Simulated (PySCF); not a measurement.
Computed properties of MgCl2, SMILES [Cl][Mg][Cl]

MgCl2, SMILES [Mg]([Cl])[Cl]. Coordinates come from a ωB97X-D3(BJ)/def2-TZVP optimisation. The isomer is the one that the SMILES or the coordinates give; other isomers of the formula were not compared. One conformer was computed; it need not be the lowest. All values are computed for the isolated molecule unless a solvent is named; none is compared with measurement here.

**Structure.** The optimised structure has D∞h symmetry. All 4 harmonic modes at ωB97X-D3(BJ)/def2-TZVP (PySCF) are real, so it is a minimum. With heavy atoms numbered as in [Mg:1]([Cl:2])[Cl:3], the shortest bond between them is Mg1–Cl2 at 2.167 Å and the longest Mg1–Cl3 at 2.167 Å.

**Vibrations.** The strongest infrared lines (harmonic, unscaled, degenerate partners summed) lie at 632 cm⁻¹ (161 km/mol, Mg 74 %, Cl 26 %), 111 cm⁻¹ (118 km/mol, Mg 74 %, Cl 26 %). The softest mode is at 111 cm⁻¹ and the zero-point energy is 1.7 kcal/mol.

**Electronic structure.** M06-2X/def2-TZVPD (PySCF) places the frontier levels at -10.37 and -1.45 eV, a gap of 8.92 eV, and gives a dipole moment of 0.00 D and a mean polarisability of 48.8 bohr³. PBE/def2-TZVPD (PySCF) at the same geometry gives -7.66 and -2.53 eV, so its gap is 3.79 eV narrower. An orbital gap is neither the optical nor the fundamental gap.

**Excitations.** TDDFT-M06-2X/def2-TZVPD (PySCF) has S1 at 5.95 eV (209 nm, f = 0.000, dark); the most intense of the 10 singlets computed lies at 6.94 eV (f = 0.19). Strengths of degenerate partners are summed. T1 (TDA) is at 5.71 eV. TDDFT-PBE/def2-TZVPD (PySCF) puts S1 at 5.17 eV. No vertical singlet excitation falls in the visible range (under 3.1 eV).
